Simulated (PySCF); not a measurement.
Compound: 4'-fluoroacetophenone, C₈H₇FO.
Geometry (PBE0-D3(BJ)/def2-SVP, Å), atoms numbered from 1 in this order:
```xyz
17
C8H7FO angstrom
C      2.6468   -0.6741   -0.1510
C      1.7643    0.4587    0.3114
O      2.2358    1.4498    0.8251
C      0.2860    0.3332    0.1217
C     -0.5225    1.3936    0.5543
C     -1.9015    1.3451    0.4099
C     -2.4717    0.2179   -0.1758
F     -3.7912    0.1630   -0.3181
C     -1.6995   -0.8511   -0.6158
C     -0.3181   -0.7868   -0.4636
H      2.5272   -0.8501   -1.2312
H      2.3868   -1.6114    0.3650
H      3.6908   -0.4171    0.0636
H     -0.0305    2.2566    1.0078
H     -2.5471    2.1607    0.7405
H     -2.1896   -1.7143   -1.0691
H      0.2886   -1.6259   -0.8090
```

The calculation used PySCF, PBE0-D3(BJ)/def2-SVP geometry optimisation, gas phase.

Masses are those of the commonest isotopes; rigid-rotor values at the optimised geometry. The values belong to one conformer with, in the numbering `[CH3:1][C:2](=[O:3])[c:4]1[cH:5][cH:6][c:7]([F:8])[cH:9][cH:10]1`, C1–C2–C4–C5 180°.

Problem. What are A, B and C (GHz)?

Solution. Ia = 137.14, Ib = 652.06, Ic = 786.03 u·Å²; 505379 MHz·u·Å²/I gives 3685, 775.0 and 642.9 MHz, that is A = 3.6851, B = 0.7750, C = 0.6429 GHz.

Problem. Classify the top.

Solution. A near-prolate asymmetric top; Ray's κ = -0.913.

Problem. What does the inertial defect say?

Solution. Not planar: Δ = Ic − Ia − Ib = -3.17 u·Å². For a rigid frame Δ = −2 Σ m c², so Σ m c² = 1.59 u·Å² lies off the ab plane, practically all of it from hydrogen. The atom farthest from that plane is 0.89 Å away.

Problem. Give the other two planar moments, Paa and Pbb, and the rms extents of the mass along the axes.

Solution. Paa = Σ m a² = (Ib + Ic − Ia)/2 = 650.48 and Pbb = Σ m b² = (Ia + Ic − Ib)/2 = 135.56 u·Å². With the mass M = 138.05 u, the rms extents √(P/M) along a, b and c are 2.17, 0.99, 0.11 Å.

Problem. Which types of transition are allowed, and where do some lines up to J = 5 fall?

Solution. The dipole components are |μa| = 0.56 D, |μb| = 2.29 D, |μc| = 0.00 D; the mirror of this Cs structure is the ab plane, so μc vanishes by symmetry and there are no c-type lines. Intensities carry the squares of the components, which stand as 0.06 : 1.00 (a : b). Some lines, for components of 0.1 D or more:

| type | branch | J(Ka,Kc) | MHz | lower level (cm⁻¹) |
| --- | --- | --- | --- | --- |
| b | R | 4(0,4) ← 3(1,3) | 3029 | 0.370 |
| b | Q | 1(1,0) ← 1(0,1) | 3042 | 0.047 |
| b | Q | 4(1,3) ← 4(0,4) | 3690 | 0.471 |
| a | R | 3(0,3) ← 2(0,2) | 4236 | 0.142 |
| b | R | 1(1,1) ← 0(0,0) | 4328 | 0.000 |
| a | R | 4(1,4) ← 3(1,3) | 5399 | 0.370 |
| b | R | 2(1,2) ← 1(0,1) | 5614 | 0.047 |
| a | R | 4(2,3) ← 3(2,2) | 5669 | 0.681 |
| a | R | 5(0,5) ← 4(0,4) | 7004 | 0.471 |
| a | R | 5(2,4) ← 4(2,3) | 7080 | 0.870 |
| a | R | 5(3,3) ← 4(3,2) | 7104 | 1.367 |
| a | R | 5(2,3) ← 4(2,2) | 7167 | 0.872 |
| b | R | 4(1,4) ← 3(0,3) | 7998 | 0.283 |
| b | Q | 4(2,2) ← 4(1,3) | 8342 | 0.594 |
| b | Q | 3(2,1) ← 3(1,2) | 8557 | 0.396 |
| b | R | 5(1,5) ← 4(0,4) | 9111 | 0.471 |
| b | Q | 2(2,1) ← 2(1,2) | 9126 | 0.235 |
| b | R | 3(2,2) ← 2(1,1) | 12984 | 0.248 |
| b | R | 3(2,1) ← 2(1,2) | 13402 | 0.235 |
| b | R | 4(2,3) ← 3(1,2) | 14203 | 0.396 |
| b | Q | 5(3,2) ← 5(2,3) | 14769 | 1.111 |
| b | Q | 4(3,1) ← 4(2,2) | 14830 | 0.872 |
| b | Q | 3(3,1) ← 3(2,2) | 14883 | 0.681 |
| b | R | 4(2,2) ← 3(1,3) | 15061 | 0.370 |
| b | R | 5(2,4) ← 4(1,3) | 15356 | 0.594 |
| b | Q | 5(4,2) ← 5(3,3) | 20820 | 1.604 |
| b | R | 5(3,2) ← 4(2,3) | 22002 | 0.870 |
| b | R | 5(5,0) ← 4(4,1) | 33875 | 2.061 |

Problem. Estimate the classical rotational partition function at 25 K, 100 K and 200 K.

Solution. Point group Cs, symmetry number σ = 1; q = (√π/σ)·√((kT/h)³/(ABC)), k/h = 20836.6 MHz/K: 15600 at 25 K, 124000 at 100 K, 352000 at 200 K.

No PBE0-D3(BJ)/def2-SVP frequencies stand behind this structure, so it isn't proved a minimum. These are rigid-rotor constants of the computed structure; measured ground-state constants (B0) also hold zero-point vibration. A rigid rotor knows nothing of internal rotation, which can split or shift real lines.
